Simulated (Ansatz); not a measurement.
Problem. Name a neutral molecule of C, O, Sn and H with HOMO–LUMO gap (ωB97M-V/def2-TZVPP) between 11.30 and 11.60 eV and LUMO energy (ωB97M-V/def2-TZVPP) between 1.45 and 1.75 eV (Ansatz, PBE0-D4/def2-TZVP geometry).

Solution. `C[O][SnH]([CH3])[OH]` (11.42 eV, 1.52 eV); `[CH3][SnH]([CH3])[OH]` (11.42 eV, 1.50 eV). Other molecules can fit too; these were computed, each in one conformer that needn't be the lowest.
